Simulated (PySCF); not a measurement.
Species: C5H5NS.
Z-matrix (Å and degrees, PBE0-D3(BJ)/def2-SVP geometry), rows numbered from 1:
```
C 
N   1  1.2669
C   2  1.3932  1  120.29
C   3  1.4310  2  121.65  1   143.73
C   4  1.3662  3  112.56  2   178.75
S   5  1.7194  4  111.75  3    -1.57
C   3  1.3811  2  126.38  1   -39.07
H   1  1.0987  2  119.25  3   176.96
H   1  1.1073  2  123.40  3    -3.49
H   4  1.0900  3  122.73  2    -1.87
H   5  1.0891  4  128.18  3   179.19
H   7  1.0888  3  127.59  2    -1.51
```

Computed, not measured: PySCF, TDDFT CAM-B3LYP/def2-SVPD, vertical, gas phase, core orbitals frozen in the response.

Broadening: Gaussians 0.25 eV wide at half height, area fixed by f = 4.319×10⁻⁹ ∫ε dν̃. The cross-section is σ = 3.8235×10⁻²¹ ε cm², given in Mb (10⁻¹⁸ cm²). The width is an assumption, not a result. The curve ends short of the highest state used, and states not computed would add to its high-energy end.

(λ (nm), σ (Mb)): (193.1, 38.45), (195.9, 20.75), (198.7, 15.69), (201.5, 33.18), (204.3, 60.65), (207.1, 74.92), (209.9, 64.98), (212.7, 38.87), (215.5, 16.46), (218.3, 9.95), (221.1, 19.00), (224.0, 35.55), (226.8, 43.17), (229.6, 35.22), (232.4, 19.97), (235.2, 8.20), (238.0, 2.58), (240.8, 0.66), (243.6, 0.15), (246.4, 0.03), (249.2, 0.01), (252.0, 0.00), (254.8, 0.00), (257.6, 0.00), (260.4, 0.01), (263.2, 0.04), (266.1, 0.20), (268.9, 0.74), (271.7, 2.22), (274.5, 5.37), (277.3, 10.57), (280.1, 17.16), (282.9, 23.24), (285.7, 26.52), (288.5, 25.75), (291.3, 21.47), (294.1, 15.50), (296.9, 9.78), (299.7, 5.43), (302.5, 2.67), (305.3, 1.17), (308.2, 0.45), (311.0, 0.16), (313.8, 0.05)

Task: Locate the maxima and give the states behind the curve.

Result: 287 nm (4.33 eV), ε about 7000, made up of S1 (100%); 227 nm (5.47 eV), ε about 11000, made up of S3 (100%); 207 nm (5.98 eV), ε about 20000, made up of S4 (55%) and S5 (45%) (ε in L mol⁻¹ cm⁻¹; maxima over ε = 5, shares over 10%). At its high-energy end, 6.42 eV, the curve is still rising (ε about 10000, from S6 and S7). The states used: S1 4.33 eV (f 0.065); S2 5.31 eV (f 0.0015); S3 5.47 eV (f 0.104); S4 5.92 eV (f 0.119); S5 6.05 eV (f 0.104); S6 6.40 eV (f 0.032); S7 6.51 eV (f 0.080); S8 6.57 eV (f 0.012); S9 6.95 eV (f 0.021); S10 7.02 eV (f 0.0071).

Task: On this curve, what absorbance would a 10⁻⁵ mol/L sample give at 222 nm over a 1 cm path?

Result: 222 nm is 5.585 eV, where ε is about 6300 L mol⁻¹ cm⁻¹, so A = ε c l ≈ 0.063 (Beer–Lambert, with the gas-phase spectrum and the assumed width).

Task: What would ε be at 5.98 eV, the highest of these maxima, with half the width (0.125 eV)?

Result: About 21600 L mol⁻¹ cm⁻¹ against 19600, a factor of about 1.1; a lone state at its own centre would give exactly 2.

Task: Coming from long wavelengths, where does ε first pass 100 L mol⁻¹ cm⁻¹?

Result: At about 309 nm (4.02 eV), 0.31 eV below S1.

The vertical ionisation energy (ΔSCF) is 8.55 eV, 1.53 eV above S10.

One conformer stands for the species.
